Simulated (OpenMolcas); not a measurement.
Se³⁺: the spin-orbit constant, worked from levels

| Item | Value |
| --- | --- |
| Program | OpenMolcas 26.06 |
| Basis | ANO-R3 [7s6p5d4f2g] |
| Scalar Hamiltonian | X2C, finite nucleus |
| Active space | 1 electron in 9 orbitals (RAS2 4p; RAS3 4d 5s, at most 1 electron) |
| State averaging | 2S+1 = 2 odd, 3 roots; 2S+1 = 2 even, 6 roots |
| Spin-orbit coupling | state interaction with AMFI integrals over the reference wave functions, term energies averaged over their components |

Methods: RASSCF; SS-RASPT2, IPEA 0.25 Eh, imaginary shift 0.1 Eh (closed shells correlated: 3d 4s). Measured levels: Moore, Atomic Energy Levels, vol. II, NSRDS-NBS 35 (1971 reprint of NBS Circular 467, 1952).

**The spin-orbit constant.** For the Hund term ²P° of p1, E(J) = (A/2) J(J+1) + constant and ζ = 2S·A = A. From J = 1/2 to J = 3/2 the energy changes by 1.5 A.

```json
{"Source": "RASSCF", "E(3/2) - E(1/2)": "3925.0", "A": "2616.7", "ζ": "2617"}
{"Source": "SS-RASPT2", "E(3/2) - E(1/2)": "3925.0", "A": "2616.7", "ζ": "2617"}
{"Source": "measured", "E(3/2) - E(1/2)": "4376.0", "A": "2917.3", "ζ": "2917"}
```

All in cm-1. SS-RASPT2 is off by -10.3 % and RASSCF by -10.3 %. Both methods take the spin-orbit matrix elements from the reference wave functions, so the second can move ζ only through the term energies and any multistate remixing.

With one active electron the reference holds no correlation, so core polarisation is missing (holds for RASSCF). With one active electron, CASPT2 adds the correlation within the correlated inactive shells and between them and that electron, and leaves the splitting within a term as the reference gives it (holds for SS-RASPT2). Computed and measured levels are paired by configuration, term and J; levels that our copy of the source lacks, or whose pairing is in doubt (as where it misses far off the trend of its configuration), stay unpaired and out of the deviations. Levels of configurations outside the active space are missing.

° marks odd parity.
